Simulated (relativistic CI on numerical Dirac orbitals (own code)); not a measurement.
**Hyperfine structure of Kr3+, mass number 83**

Calculated at this level of theory: Dirac-Coulomb-Breit CI, separate exchange-only KLI orbitals for each configuration, model QED, valence Slater integrals scaled by 0.85, P86 correlation energy added to each configuration (own radial code, finite nucleus).

Configuration list (outside the closed core [Ar] 3d10): 4s2.4p3, 4s.4p4, 4s2.4p2.4d, 4p5, 4s2.4p2.4f, 4s.4p3.4d, 4s2.4p2.5s, 4s2.4p2.5p, 4s.4p3.4f, 4s2.4p2.5d, 4s2.4p2.6s, 4s2.4p2.6p, 4s2.4p2.5f, 4s2.4p.4d2, 4s2.4d3, 4s2.4d2.4f, 4s.4p.4d3, 4s2.4d2.5s, 4s2.4d2.5p. Double excitations out of closed p, d and f shells are left out; levels of such configurations are missing from the list, as are those of other unlisted configurations, and high levels can miss mixing partners. These lack a partner that the ground configuration has and come out too high: 4s.4p3.4f, 4s2.4p2.5d, 4s2.4p2.6s, 4s2.4p2.6p, 4s2.4p2.5f.

Nuclear spin I = 9/2, μ = -0.97073 μN, Q = 0.259 b (tables of Stone and Pyykkö). The electronic factors are computed for point nuclear moments, without core polarisation; leaving it out makes A of s and p electrons in near-neutral atoms 20 to 40 % too small, and it can dominate for d and f shells.

```csv
Level,E (cm⁻¹),A (MHz),B (MHz)
4s2.4p3 2D°_3/2,17069.1,-249.7,463
4s2.4p3 2D°_5/2,18824.0,-482.1,-11.9
4s2.4p3 2P°_1/2,29668.3,-1382,
4s2.4p3 2P°_3/2,32079.8,-265.5,-468
4s.4p4 4P_5/2,124851.2,-1306,520
4s.4p4 4P_3/2,128452.6,-1246,-411
4s.4p4 4P_1/2,130125.3,-2840,
4s.4p4 2D_3/2,153514.6,444.6,-747
```

Levels with J = 0, under 50 % of one LS term, or S terms without an open s electron are left out. Small factors come from cancelling terms and can be off by tens of per cent or more.

For a near-neutral ion this model can misplace configurations by up to about 10,000 cm⁻¹ (more where the count of f electrons changes) and terms by 10 to 25 % of their spread. Rates follow the energies as ν³ (E1, M1) or ν⁵ (E2), so they and the lifetimes can be off by large factors. The fine structure of a lone outer electron comes out too small, for d and f at times inverted, and misplaced configurations move strength between like terms. 52 of the 69 excited levels that our extract of the measured tables holds in this range could be paired (the sources list more); they are missed by 8289 cm⁻¹ on average and 11138 at most, and levels without a partner can miss by more.

Give the hyperfine levels of 4s2.4p3 2D°_5/2 relative to its centre of gravity.

With K = F(F + 1) − I(I + 1) − J(J + 1), E = AK/2 + B[¾K(K + 1) − I(I + 1)J(J + 1)]/[2I(2I − 1)J(2J − 1)]: F = 2: 6624, F = 3: 5181, F = 4: 3256, F = 5: 847.2, F = 6: -2046, F = 7: -5427 MHz.

LS names give the leading component of a level, which can be under half, so a name can repeat, a term be missing and a line seem to break the LS rules.
